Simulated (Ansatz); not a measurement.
`CC(C)O[SiH](F)F` and `CC(C)[O][InH][F]` differ in one atom or group.

Ansatz, PBE0-D4/def2-TZVP geometries, multiplicity 1. Each molecule was computed in one conformer, which needn't be the lowest.

Elements past krypton have def2 core potentials.

| property | `CC(C)O[SiH](F)F` |
| --- | --- |
| HOMO energy (B3LYP/def2-TZVPP) / eV | -8.57 |
| HOMO–LUMO gap (B3LYP/def2-TZVPP) / eV | 9.11 |
| LUMO energy (B3LYP/def2-TZVPP) / eV | 0.55 |
| LUMO energy (ωB97M-V/def2-TZVPP) / eV | 2.37 |
| size of the dipole moment (B3LYP/def2-TZVPP) / D | 2.56 |
| HOMO energy (PBE0/def2-TZVPP) / eV | -8.80 |

Question: What does the change do to each property? (An estimate is asked.)

Answer: The calculation gave: 
```tsv
property	`CC(C)[O][InH][F]`	shift
HOMO energy (B3LYP/def2-TZVPP) / eV	-7.64	0.93
HOMO–LUMO gap (B3LYP/def2-TZVPP) / eV	6.03	-3.08
LUMO energy (B3LYP/def2-TZVPP) / eV	-1.61	-2.16
LUMO energy (ωB97M-V/def2-TZVPP) / eV	0.11	-2.26
size of the dipole moment (B3LYP/def2-TZVPP) / D	4.11	1.55
HOMO energy (PBE0/def2-TZVPP) / eV	-7.87	0.93
```

With PBE0 the HOMO rises by 0.93 eV and the LUMO falls by 2.17 eV, so the gap narrows by about 3.10 eV. PBE moves the HOMO by 0.87 eV and ωB97M-V by 0.92 eV. Dipoles are sizes alone; their direction can turn.

B3LYP here is the variant with VWN-RPA as its local correlation; programs differ in this.
